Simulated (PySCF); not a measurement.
## How methods differ on the ionisation energy of F⁺

F⁺ [He] 2s2 2p4 (3P) → F²⁺ [He] 2s2 2p3 (4S), as a difference of total energies. Calculation: PySCF 2.14, in aug-cc-pwCVDZ (5s4p2d, 27 functions); no relativity, point nucleus. Correlated levels: valence: 1s2 frozen. The calculations carry no spin-orbit coupling.

```tsv
method	ionisation energy (eV)
UHF	33.329
MP2 (valence)	34.257
SCS-MP2 (valence)	34.272
CCSD (valence)	34.263
CCSD(T) (valence)	34.284
CCSDT (valence)	34.286
```

Task: How much does correlation contribute at CCSD(T) (valence)?

Result: 34.284 − (33.329) = 0.955 eV, measured against UHF.

A first-order spin-orbit estimate (lowest level to lowest level, LS coupling) adds 0.019 eV.

Errors of the correlated levels include the incompleteness of this basis and the frozen core.

For comparison: 34.971 eV (measured; NIST Atomic Spectra Database, ionization energies).
